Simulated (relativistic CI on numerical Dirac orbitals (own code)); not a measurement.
Calculated at this level of theory: Dirac-Coulomb-Breit CI, KLI orbitals optimised for each configuration, QED by a radiative potential, unscaled Slater integrals (own radial code, finite nucleus).

CI space (outside the closed core 1s2): 2s2, 2s 2p, 2p2, 2p 3s, 2p 3p, 2s 3s, 2s 3p, 2s 3d, 2s 4s, 2s 4p, 2s 4d, 2s 4f, 2s 5s, 2s 5p, 3s2, 2s 5d, 2s 5f, 2s 5g, 3s 3p, 3p2. Levels of other configurations are missing.

At this charge energies of transitions that change n are usually good to better than 1 %, and those within a shell (Δn = 0) to a few per cent.

Outline of the computed level scheme of Ga XXVIII. Lowest level of each configuration: 2s2 1S_0 at 0.00 eV; 2s 2p 3P°_0 at 52.84 eV; 2p2 3P_0 at 148.38 eV; 2s 3s 3S_1 at 1620.19 eV; 2s 3p 3P°_0 at 1646.32 eV; 2s 3d 3D_1 at 1668.44 eV; 2p 3s 3P°_0 at 1687.29 eV; 2p 3p 3D_1 at 1704.02 eV; 2s 4s 3S_1 at 2176.83 eV.

Some strong electric-dipole decays among the lowest 36 levels: 2s 3d 3D_3 → 2s 2p 3P°_2 (4.8e+13 s⁻¹); 2s 3d 3D_2 → 2s 2p 3P°_1 (3.7e+13 s⁻¹); 2s 3d 1D_2 → 2s 2p 1P°_1 (3.6e+13 s⁻¹); 2s 3d 3D_1 → 2s 2p 3P°_0 (2.9e+13 s⁻¹); 2s 3d 3D_1 → 2s 2p 3P°_1 (2.0e+13 s⁻¹); 2s 3p 1P°_1 → 2s2 1S_0 (1.7e+13 s⁻¹); 2p 3p 1S_0 → 2s 2p 1P°_1 (1.6e+13 s⁻¹); 2p 3p 3P_0 → 2s 2p 3P°_1 (1.5e+13 s⁻¹).

LS names give the leading component of a level, which can be under half, so a name can repeat, a term be missing and a line seem to break the LS rules.
